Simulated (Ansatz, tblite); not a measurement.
Forces on B2N2⁻ at its PBE0-D4/def2-TZVPD geometry. Charge -1, multiplicity 2.

The xTB rows come from tblite. The structure comes from a short search, and lower isomers may exist.

GFN1-xTB (tblite), largest force 4.39 eV/Å:

```xyz
4
positions Å, forces eV/Å
B     0.205   -1.873   -0.626   -0.030    0.291    0.097
B    -0.068    0.624    0.208   -0.445    4.140    1.381
N    -0.205    1.882    0.628    0.256   -2.372   -0.792
N     0.068   -0.632   -0.211    0.218   -2.059   -0.686
```

GFN2-xTB (tblite), largest force 5.95 eV/Å:

```
B -0.316 2.875 0.961
B -0.610 5.614 1.874
N 0.379 -3.492 -1.166
N 0.547 -4.997 -1.669
```

PBE0-D4/def2-TZVPD (Ansatz), largest force 0.00 eV/Å:

```
B 0.000 -0.001 0.000
B 0.000 -0.001 -0.001
N 0.000 0.001 0.001
N 0.000 0.001 0.000
```
